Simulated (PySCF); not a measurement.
C₂H₈Si₂ (SMILES C1[SiH2]C[SiH2]1), singlet, at a GFN2-xTB geometry; PySCF with PBE/STO-3G.

Input for PySCF:
```python
from pyscf import gto, scf, dft

mol = gto.Mole()
mol.atom = '''
    C     0.25209438    0.38514971    1.24640713
    Si    1.34551195   -0.26633688   -0.18984983
    C    -0.25362570   -0.39526463   -1.24292497
    Si   -1.34479007    0.27110514    0.18820832
    H     0.49999714    1.38792267    1.58498194
    H     0.25076462   -0.24475418    2.13240670
    H     2.32827527    0.69774529   -0.69174618
    H     2.00712496   -1.54626746    0.07700294
    H    -0.25648887    0.22053274   -2.13870826
    H    -0.50035246   -1.40385890   -1.56485572
    H    -1.98651303    1.55971117   -0.08540501
    H    -2.34372596   -0.67709734    0.68841186
'''
mol.basis = 'sto-3g'
mol.verbose = 4
mol.symmetry = True
mol.build()

mf = dft.RKS(mol)
mf.xc = 'pbe'
mf.irrep_nelec = {'A1': 22, 'A2': 4, 'B1': 8, 'B2': 14}
mf.kernel()
mf.analyze()
```

What the program printed (banner, timings and long lists left out):

```
PySCF version 2.14.0

[INPUT] verbose = 4
[INPUT] num. atoms = 12
[INPUT] num. electrons = 48
[INPUT] charge = 0
[INPUT] spin (= nelec alpha-beta = 2S) = 0
[INPUT] symmetry True subgroup None
[INPUT] Mole.unit = angstrom
[INPUT] Symbol           X                Y                Z      unit          X                Y                Z       unit  Magmom
[...]
nuclear repulsion = 217.220336050941
point group symmetry = C2v
symmetry origin: [2.75585075e-09 4.33062236e-09 3.54323646e-09]
symmetry axis x: [0.19030905 0.29368008 0.9367681 ]
symmetry axis y: [ 0.97144362 -0.19406543 -0.13651336]
symmetry axis z: [-0.14170305 -0.93599712  0.32222605]
num. orbitals of irrep A1 = 15
num. orbitals of irrep A2 = 3
num. orbitals of irrep B1 = 8
num. orbitals of irrep B2 = 10
number of shells = 24
number of NR pGTOs = 108
number of NR cGTOs = 36
basis = sto-3g
ecp = {}

******** <class 'pyscf.dft.rks_symm.SymAdaptedRKS'> ********
method = SymAdaptedRKS
initial guess = minao
damping factor = 0
level_shift factor = 0
DIIS = <class 'pyscf.scf.diis.CDIIS'>
diis_start_cycle = 1
diis_space = 8
diis_damp = 0
SCF conv_tol = 1e-09
SCF conv_tol_grad = None
SCF max_cycles = 50
direct_scf = True
direct_scf_tol = 1e-13
XC library pyscf.dft.libxc version 7.1.2
    S. Lehtola, C. Steigemann, M. J. T. Oliveira, and M. A. L. Marques,  SoftwareX 7, 1–5 (2018)
XC functionals = pbe
    J. P. Perdew, K. Burke, and M. Ernzerhof,  Phys. Rev. Lett. 77, 3865 (1996)
    J. P. Perdew, K. Burke, and M. Ernzerhof,  Phys. Rev. Lett. 78, 1396 (1997)
    J. P. Perdew, K. Burke, and M. Ernzerhof,  Phys. Rev. Lett. 77, 3865 (1996)
    J. P. Perdew, K. Burke, and M. Ernzerhof,  Phys. Rev. Lett. 78, 1396 (1997)
radial grids:
    Treutler-Ahlrichs [JCP 102, 346 (1995); DOI:10.1063/1.469408] (M4) radial grids

becke partition: Becke, JCP 88, 2547 (1988); DOI:10.1063/1.454033
pruning grids: <function nwchem_prune>
grids dens level: 3
symmetrized grids: True
atomic radii adjust function: <function treutler_atomic_radii_adjust>
small_rho_cutoff = 0
Freeze 48 electrons in irreps ['A1', 'A2', 'B1', 'B2']
    0 free electrons in irreps
Set gradient conv threshold to 3.16228e-05
Initial guess from minao.
tot grids = 145064
init E= -651.65747795135
HOMO (A1) = 0.13527687199151  LUMO (B1) = -0.33386188223934  gap/eV = -12.76592

WARN: A1 HOMO 0.13527687199151 > system LUMO -0.33386188223934

WARN: A2 HOMO -0.333903797808666 > system LUMO -0.33386188223934

[...]
HOMO (A1) = 0.243859909866834  LUMO (B1) = -0.262896719129783  gap/eV = -13.78955

WARN: A1 HOMO 0.243859909866834 > system LUMO -0.262896719129783

WARN: A1 LUMO 0.243984765612413 < system HOMO 0.243859909866834

WARN: A2 HOMO -0.247732623721955 > system LUMO -0.262896719129783

WARN: A2 LUMO 0.240457708614165 < system HOMO 0.243859909866834

WARN: B1 LUMO -0.262896719129783 < system HOMO 0.243859909866834

WARN: B2 HOMO -0.20317167301792 > system LUMO -0.262896719129783

WARN: B2 LUMO 0.209864819383391 < system HOMO 0.243859909866834

cycle= 32 E= -650.988080640553  delta_E= -2.92e-10  |g|= 5.75e-06  |ddm|= 0.000213
HOMO (A1) = 0.243859914228627  LUMO (B1) = -0.262896698314471  gap/eV = -13.78955

WARN: A1 HOMO 0.243859914228627 > system LUMO -0.262896698314471

WARN: A1 LUMO 0.243984775470682 < system HOMO 0.243859914228627

WARN: A2 HOMO -0.247732601484221 > system LUMO -0.262896698314471

WARN: A2 LUMO 0.240457724829772 < system HOMO 0.243859914228627

WARN: B1 LUMO -0.262896698314471 < system HOMO 0.243859914228627

WARN: B2 HOMO -0.203171567669577 > system LUMO -0.262896698314471

WARN: B2 LUMO 0.209864838411464 < system HOMO 0.243859914228627

Extra cycle  E= -650.988053713288  delta_E= 2.69e-05  |g|= 0.00444  |ddm|= 0.0951
SCF not converged.
SCF energy = -650.988053713288
**** SCF Summaries ****
Total Energy =                        -650.988053713288423
Nuclear Repulsion Energy =             217.220336050940517
One-electron Energy =                -1334.064053714531383
Two-electron Energy =                  465.855663950302358
Two-electron Coulomb Energy =          521.232066022324375
DFT Exchange-Correlation Energy =      -55.376402072022010
HOMO-LUMO gap [eV] =                   -13.789549802097826
Wave-function symmetry = A1
occupancy for each irrep:     A1   A2   B1   B2
                              11    2    4    7
**** MO energy ****
[...]
 ** Mulliken pop on meta-lowdin orthogonal AOs  **
 ** Mulliken pop  **
[...]
 ** Mulliken atomic charges  **
charge of    0C =     -0.14283
charge of    1Si =      0.47725
charge of    2C =     -0.14283
charge of    3Si =      0.47725
charge of    4H =      0.01590
charge of    5H =      0.01450
charge of    6H =     -0.18566
charge of    7H =     -0.17916
charge of    8H =      0.01590
charge of    9H =      0.01450
charge of   10H =     -0.18566
charge of   11H =     -0.17916
Dipole moment(X, Y, Z, Debye): -0.01328, -0.08774,  0.03021
```

The run did not converge; its last values are not results.
